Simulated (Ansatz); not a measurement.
Harmonic frequencies (cm⁻¹) at PBE0-D4/def2-TZVP from Ansatz: 106, 176, 206, 231, 253, 519, 624, 635, 667, 719, 743, 822, 846, 912, 1270, 1450, 1453, 1584, 2178, 3069, 3160, 3167, 3573, 3669.

Each molecule was computed in one conformer, which needn't be the lowest.

Q: Which molecule is it?
A. `CC(=O)[O][Ge]([F])([F])[F]`
B. `[CH3][GeH]([NH2])[F]`
C. `C[NH][GeH2][F]`
D. `[NH2][GeH2][CH2]F`

A: B.
